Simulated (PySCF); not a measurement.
**Bond length, frequency and bond energy of SiHg by level of theory**

State: ³Σ⁻ (triplet), unpaired electrons π ↑↑. Set-up: basis Si def2-SVP, Hg def2-SVP with ECP60; scalar-relativistic core potentials; PySCF 2.14. De refers to Si + Hg in their high-spin ground configurations, without counterpoise correction. The functionals are run spin-unrestricted. A positive dipole means Si(−)Hg(+). Levels whose curve was spin-contaminated or gave no clean fit are not listed.

```tsv
Level	Re (Å)	ωe (cm⁻¹)	De (eV)	μ (D)	CPU s a point (SCF and correlation, without the integrals)
UHF-MP2	2.633	162	0.357	n/a	0.15
UHF-SCS-MP2	2.725	130	0.233	n/a	n/a
UHF-CCSD	2.731	133	0.234	n/a	n/a
UHF-CCSD(T)	2.674	154	0.299	n/a	4.7
PBE	2.575	207	0.65	1.75	0.37
BLYP	2.646	174	0.413	1.41	0.23
r²SCAN	2.559	209	0.66	2.04	0.49
PBE0	2.592	196	0.56	2.02	0.61
r²SCAN0	2.581	197	0.56	2.12	0.56
HSE06	2.597	196	0.57	1.94	0.54
B2PLYP	2.641	168	0.364	1.90	0.35
```

**Question.** Which functional lies closest to UHF-CCSD(T) in De, which farthest, and by how much do they differ from it?

**Answer.** Closest is B2PLYP (-3.3 pm in Re, +9.1 % in ωe, +0.07 eV in De against UHF-CCSD(T) in the same basis), farthest r²SCAN (-11.5 pm in Re, +35.7 % in ωe, +0.36 eV in De). CCSD(T) converges more slowly with the basis than the functionals do and binds too weakly in this one, so the order can change at the basis-set limit.

**Question.** What does a quarter of exact exchange do here, going from PBE to PBE0?

**Answer.** PBE0 less PBE: +1.7 pm in Re, -5.3 % in ωe, -0.09 eV in De. Exact exchange removes part of the self-interaction that spreads semilocal densities, and in most molecules shortens and stiffens the bond and lowers De; here Re and ωe go the other way.

**Question.** What does the step from GGA to meta-GGA do here, going from PBE to r²SCAN?

**Answer.** r²SCAN less PBE: -1.6 pm in Re, +1.0 % in ωe, +0.01 eV in De. 

Correlated steps freeze 5 core orbitals. Correlated levels converge slowly with the basis: in double zeta they bind strong bonds too weakly, by up to about 1 eV, and carry superposition errors of some tenths. These are scalar-relativistic numbers at best; spin–orbit coupling would shift them, the dissociation energy most. B2PLYP dipoles, levels and charges come from its SCF part alone. The state is the lowest determinant that a PBE0 search found; another state may lie lower at other levels.

The whole job (state search and all levels along the bond) took about 1.7 min on 1 thread of Intel Xeon 6975P-C (shared host), peak memory 0.66 GiB.
